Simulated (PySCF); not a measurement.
C₅H₄O₂, SMILES C=C=C1OCC1=O. Atoms are numbered in the order given.

```xyz
11

C     -0.1670    -2.8377     0.0000
C      0.0851    -1.5567     0.0000
C      0.2609    -0.2554     0.0000
O      1.4189     0.5009     0.0000
C      0.7025     1.7499     0.0000
C     -0.6121     0.9631     0.0000
O     -1.7757     1.2145     0.0000
H     -0.2757    -3.3994    -0.9358
H     -0.2757    -3.3994     0.9358
H      0.8948     2.3484    -0.9049
H      0.8948     2.3484     0.9049
```

Geometry: PBE0-D3(BJ)/def2-SVP. The structure was generated by enumeration, and PubChem lists no compound with its InChIKey, so it may never have been made.

These are PBE0/def2-TZVP run with PySCF values and carry that method's errors.

Gas-phase values at a fixed geometry.

```yaml
total_energy: -343.01556 hartree
point_group: Cs
highest_occupied_level: -7.10 eV
lowest_empty_level: -1.83 eV
orbital_gap: 5.27 eV
dipole_moment: 1.36 D
quadrupole, principal values (traceless, Buckingham form, about the centre of nuclear charge): -16.32, 1.20, 15.12 D·Å
mean_static_polarisability: 69.1 bohr³ (10.24 Å³)
polarisability_principal_values: 41.0, 53.6, 112.7 bohr³
```
